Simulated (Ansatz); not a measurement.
Total energies of C₃H₄F₄O, SMILES `OCC(F)(F)C(F)F`.

Z-matrix (Å, degrees):
```
C
C 1 1.515
O 1 1.401 2 111.4
H 1 1.090 2 108.8 3 -118.7
H 1 1.097 2 107.2 3 124.2
F 2 1.362 1 108.9 3 -59.4
F 2 1.348 1 109.5 3 -177.0
C 2 1.530 1 113.9 3 60.0
H 3 0.962 1 108.5 2 68.6
F 8 1.351 2 108.7 1 60.6
F 8 1.345 2 109.8 1 179.0
H 8 1.093 2 111.2 1 -59.6
```

Total charge 0; spin multiplicity 1. The structure was optimised at the PBE0-D4/def2-TZVP level. It is one conformer, not always the lowest. Basis def2-TZVPP, Ansatz 0.2.0.

RPA on PBE orbitals: Hartree–Fock energy of these orbitals -588.70453 Eh, correlation -2.61802 Eh (frozen core).

| functional | kind | energy without D4 (Eh) | D4 term (kJ/mol) |
| --- | --- | --- | --- |
| LDA (SPW92) | LDA | -587.45544 | – |
| revPBE | GGA | -591.37324 | -79.6 |
| BLYP | GGA | -591.47927 | -50.8 |
| r2SCAN | meta-GGA | -591.31130 | -5.8 |
| B97M-V | meta-GGA with VV10 | -591.40962 | – |
| B3LYP | global hybrid, 20 % | -591.57441 | -35.8 |
| r2SCANh | meta-GGA hybrid, 10 % | -591.27925 | -6.1 |
| r2SCAN0 | meta-GGA hybrid, 25 % | -591.23331 | -6.6 |
| HSE06 (plane-wave form) | screened hybrid | -590.95607 | -17.3 |
| BHLYP | global hybrid, 50 % | -591.32120 | -24.0 |
| CAM-B3LYP | range-separated hybrid | -591.40776 | -18.7 |
| LC-ωPBE | long-range corrected hybrid | -591.24793 | – |
| ωB97X-V | range-separated hybrid GGA with VV10 | -591.38941 | – |
| PBE-QIDH | double hybrid | -590.90706 | – |

Give the same for PBE, PBE0, ωB97M-V, B2PLYP. (Best estimate.)

Computed: 
| functional | kind | energy without D4 (Eh) | D4 term (kJ/mol) |
| --- | --- | --- | --- |
| PBE | GGA | -590.97308 | -22.6 |
| PBE0 | global hybrid, 25 % exact exchange | -590.98143 | -18.9 |
| ωB97M-V | range-separated hybrid meta-GGA with VV10 | -591.41741 | – |
| B2PLYP | double hybrid | -591.21390 | – |

B3LYP takes the VWN-RPA correlation (the form of Gaussian; ORCA's B3LYP/G). HSE06 is the plane-wave form, built on full-range PBE exchange. The double hybrids freeze the cores in their second-order part.

LC-ωPBE has ω = 0.4 bohr⁻¹.
